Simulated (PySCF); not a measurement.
## Which is lower?

Two relaxed structures of CH3AlSe, singlet (PBE0-D4/def2-TZVP; forces vanish, vibrations not checked).

A:

C1  (-0.236, -0.083, -0.773)
Al2  (0.249, 0.431, 1.007)
Se3  (0.495, -1.686, 0.312)
H4  (-1.263, -0.277, -1.071)
H5  (0.401, 0.102, -1.634)
H6  (0.392, 1.498, 2.148)
(Å)

B:

| atom | x (Å) | y (Å) | z (Å) |
| --- | --- | --- | --- |
| C1 | -0.1936 | -0.1502 | -0.4821 |
| Al2 | 0.4220 | 0.2691 | 1.3270 |
| Se3 | 0.0058 | -1.8589 | -0.0230 |
| H4 | -0.5466 | 0.0965 | -1.4805 |
| H5 | 1.9609 | 0.5863 | 1.5092 |
| H6 | -0.6874 | 0.5181 | 2.4269 |

PySCF 2.14 with density fitting (its default auxiliary sets; JK sets also for MP2 and CCSD(T)); basis: def2-TZVPP; cores frozen in the correlated methods. Filled d shells of the heavier atoms are correlated. The def2 sets are not built for correlating such inner shells, so the correlated values are less sure here. B3LYP uses VWN-RPA correlation.

**Question.** Which structure is lower at CCSD(T), and by how much? (To be estimated.)

**Answer.** Computed: A, by 1.036 eV (electronic energy, against the other). By their contacts, A is CH₃AlSe ([CH2]1[AlH][Se]1) and B is CH₃AlSe ([CH]1[AlH2][Se]1).

All methods give the same order:

| method | E(B) − E(A) (eV) |
| --- | --- |
| PBE-D4 | 1.172 |
| r2SCAN-D4 | 1.190 |
| PBE0-D4 | 1.251 |
| B3LYP-D4 | 1.091 |
| wB97M-V | 1.159 |
| HF | 1.058 |
| MP2 | 1.167 |
| CCSD | 1.076 |
| CCSD(T) | 1.036 |

T1 diagnostic: at most 0.019. The restricted Hartree–Fock reference is unstable towards an unrestricted one at one or more of these structures.

Labels in which every atom is bracketed show which atoms are joined, not bond orders.

For scale, one of the runs: CCSD(T)/def2-TZVPP, 163 basis functions, launched by `OMP_NUM_THREADS=2 python run.py`. The run took 4.3 min on 2 CPU threads of an Intel Xeon Platinum 8124M (shared host), with 1.4 GiB of host memory at its peak.
